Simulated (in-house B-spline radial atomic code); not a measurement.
# Binding energies in Mn⁺

NIST's tabulated ground configuration is [Ar] 3d5 4s1; each binding energy is the energy of the ion with one electron taken from that subshell, relaxed, less that of the parent. Level of theory: Dirac-Hartree-Fock, average of configuration, Fermi nucleus of rms radius 3.7057 fm; calculated with an all-electron radial atomic-structure program (B-spline basis). Energies include first-order Breit, QED and recoil terms.

```
subshell  X-ray name  binding energy (eV)  -ε (eV)  relaxation (eV)
   2p1/2          L2                673.1    693.6             19.8
   2p3/2          L3                  663    683.0             19.6
   3p1/2          M2                73.17    77.58             4.35
   3p3/2          M3                71.93    76.22             4.26
      3d        M4,5                19.97    23.02             3.06
      4s          N1                14.39    14.48             0.08
```

Relaxation = -ε minus the binding energy without Breit, QED and recoil terms.

Task: What does it cost to remove both a 2p3/2 and a 2p1/2 electron?

Result: 1396 eV, which is 59.93 eV more than the two single binding energies together.

Task: What does it cost to remove both a 2p1/2 and a 3p3/2 electron?

Result: 767.68 eV, which is 22.63 eV more than the two single binding energies together.
